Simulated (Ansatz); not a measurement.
Computed with Ansatz (a program for electronic structure) with frozen-core CCSD(T)/cc-pVTZ // PBE0-D3(BJ)/def2-TZVP. The restricted HF reference is unstable towards unrestricted orbitals.

Ansatz 0.2 input:
```yaml
crystal:
  periodic: [false, false, false]
  atoms:
    - { symbol: N, position_ang: [-1.213425, -0.16006, -0.133689] }
    - { symbol: C, position_ang: [-0.015867, 0.427182, -0.306811] }
    - { symbol: B, position_ang: [1.056707, 1.211125, -0.655908] }
    - { symbol: B, position_ang: [1.505864, -0.017289, 0.07058] }
    - { symbol: H, position_ang: [-1.26375, -0.948735, 0.491141] }
    - { symbol: H, position_ang: [-2.014597, 0.449748, -0.096322] }
    - { symbol: H, position_ang: [1.945068, -0.961972, 0.63101] }
basis:
  gaussian: { orbitals: cc-pVTZ }
correlation:
  method: ccsd_t
```

Output:

```
Functional definition: HF
936 factors; integrals over basis functions are off by at most 1.0e-3 eV
mean field evaluation 1: about -3897.7494 eV, gradient 3.1e1 eV
mean field evaluation 2: about -3897.7533 eV, gradient 3.1e1 eV
mean field evaluation 4: about -3900.4465 eV, gradient 5.0e0 eV
mean field evaluation 8: about -3900.5424 eV, gradient 2.0e-1 eV
mean field evaluation 16: about -3900.5256 eV, gradient 1.3e0 eV
mean field -3900.54309518 eV, -143.3423148647 hartree, gradient 5.8e-6 eV, S^2 0.000000; 0 other end points of the search recorded, 0 dependent functions left out; unrestricted orbitals would lower it
4 core orbitals not correlated
reference -3900.54309518 eV, -143.3423148647 hartree; 9, 9 occupied and 149, 149 virtual orbitals, 936 factors
second order -15.27433568 eV of doubles, -0.00000000 eV of singles
cycle   1  -15.23963358 eV  change    3.5e-2 eV  update   9.9e-2
cycle   2  -15.67737428 eV  change   -4.4e-1 eV  update   3.3e-2
cycle   3  -15.78289127 eV  change   -1.1e-1 eV  update   1.8e-2
cycle   4  -15.77357769 eV  change    9.3e-3 eV  update   5.5e-3
cycle   5  -15.77313740 eV  change    4.4e-4 eV  update   2.9e-3
cycle   6  -15.77368009 eV  change   -5.4e-4 eV  update   9.3e-4
cycle   7  -15.77319020 eV  change    4.9e-4 eV  update   4.1e-4
cycle   8  -15.77314558 eV  change    4.5e-5 eV  update   1.5e-4
cycle   9  -15.77318549 eV  change   -4.0e-5 eV  update   7.6e-5
cycle  10  -15.77314819 eV  change    3.7e-5 eV  update   3.6e-5
cycle  11  -15.77315836 eV  change   -1.0e-5 eV  update   2.1e-5
cycle  12  -15.77316396 eV  change   -5.6e-6 eV  update   9.3e-6
perturbative correction -0.88270585 eV, -0.0324388417 hartree
Total energy: -3917.19896499 eV, -143.9544067907 hartree
```

Cost: about 30 core-seconds (a rough figure).
